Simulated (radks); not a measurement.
All-electron atom: the promethium ion Pm3+ in [Xe] 4f2.5 6p1.5 (fractional occupations, a model configuration). Method: Dirac Kohn-Sham, BLYP, spin-unpolarised, spherical densities, finite nucleus; open shells are shared between the two j in proportion to 2j + 1; Fermi nuclear charge, rms radius 4.962 fm; computed with a radial shooting solver on a logarithmic mesh with Libxc functionals.

Unscreened Slater integrals over Kohn-Sham orbitals (cm^-1). Large and small components are both included.

F0(6p3/2,6p3/2): 55615
F2(6p3/2,6p3/2): 30659
F0(6p3/2,6p1/2): 56579
G2(6p3/2,6p1/2): 30968
F0(6p3/2,4f7/2): 73063
F2(6p3/2,4f7/2): 11742
G2(6p3/2,4f7/2): 3113.7
G4(6p3/2,4f7/2): 2897.1
F0(6p3/2,4f5/2): 73104
F2(6p3/2,4f5/2): 11656
G2(6p3/2,4f5/2): 3087.5
G4(6p3/2,4f5/2): 2872.3
F0(6p1/2,6p1/2): 57625
F0(6p1/2,4f7/2): 75471
G4(6p1/2,4f7/2): 3094.4
F0(6p1/2,4f5/2): 75515
G2(6p1/2,4f5/2): 3305.1
F0(4f7/2,4f7/2): 236490
F2(4f7/2,4f7/2): 113960
F4(4f7/2,4f7/2): 71810
F6(4f7/2,4f7/2): 51749
F0(4f7/2,4f5/2): 237410
F2(4f7/2,4f5/2): 114400
F4(4f7/2,4f5/2): 72088
G2(4f7/2,4f5/2): 114180
G4(4f7/2,4f5/2): 71955
G6(4f7/2,4f5/2): 51855
F0(4f5/2,4f5/2): 238350
F2(4f5/2,4f5/2): 114860
F4(4f5/2,4f5/2): 72375
